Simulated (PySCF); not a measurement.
Si⁺ (silicon, charge +1) across methods

[Ne] 3s1 3p1 4s1, high-spin 4P determinant (an excited configuration). Calculation: PySCF 2.14, in aug-cc-pVTZ-DK (6s5p3d2f, 50 functions); the spin-free X2C one-electron Hamiltonian (Gaussian nucleus).

| method | E (hartree) | mean ε 3s α (eV) | mean ε 3p α (eV) | mean ε 4s α (eV) | Σ⟨r²⟩ (bohr²) | ⟨S²⟩ |
| --- | --- | --- | --- | --- | --- | --- |
| LC-wPBE | -289.0535 | -28.787 | -20.517 | -8.457 | 40.68 | 3.750 |
| wB97M-V | -289.1400 | -28.123 | -19.423 | -8.354 | 41.46 | 3.750 |
| UHF | -288.69944 | -29.967 | -21.215 | -8.132 | 42.53 | 3.750 |

Task: Estimate the same row for wB97X.

Result: E (hartree) = -289.1472; mean ε 3s α (eV) = -27.938; mean ε 3p α (eV) = -19.853; mean ε 4s α (eV) = -8.276; Σ⟨r²⟩ (bohr²) = 40.39; ⟨S²⟩ = 3.750.

⟨L²⟩ = 3.13 against 2 for a pure P term, so this real determinant mixes terms. The outer electron is Rydberg-like, and this basis confines it to a smaller radius and binds it less than a complete one would.
